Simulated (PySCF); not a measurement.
Se(Br)(OSiH3), H3BrOSeSi, SMILES Br[Se]O[SiH3], singlet at its PBE0/def2-SVP optimised geometry (Å):

```
7

Se    -0.5693     1.7347     1.2915
Br    -2.0330     1.1499     3.0058
O     -1.0369     0.5920     0.0000
Si    -0.4552    -1.0028     0.0000
H      1.0369    -1.0028     0.0000
H     -0.9844    -1.6047    -1.2532
H     -0.9617    -1.7347     1.1955
```

Level of theory: PBE0/def2-TZVP in PySCF 2.14.0. Cells within 0.4 Å of a nucleus heavier than hydrogen are left out (blank, or x).

Map of the electrostatic potential (hartree/e), clipped to [-0.08, 0.12] on the plane z = 1.0 Å:

```
|00000000000011122222111111111|
|00000000000112222222211111111|
|00000000000123333322211111111|
|00000000012467654332221111111|
|00000000138999996432221111111|
|00000001499999999632221111111|
|00000013999999999742211111111|
|000001269999x9999842211111111|
|000001389999x9999732111111111|
|00000138999999999632111111111|
|00000136999999999421111111111|
|00000124999999997321111111111|
|00000013699999985211111111111|
|00000012479999974321111111111|
|00000011359999985321111111111|
|00000112469999997421111111111|
|00001113589999998432111111111|
|00011123599999999532111111111|
|00111123699999998532211111111|
|11111123699999997432111111111|
|11111123699999985322111111111|
|11111112599999864321111111111|
|11111112379996543221111111111|
|11111111234544333221111111111|
|11111111122222222221111111111|
|11111111111222222211111111111|
|11111111111122222211111111111|
|11111111111111111111111111111|
|11111111111111111111111111111|
```
Scale: ten equal steps from -0.016 (start of '0') to 0.120 (end of '9'), in the order '0123456789'; x runs from -4.00 to 4.00, y from -4.00 (bottom) to 4.00 (top).
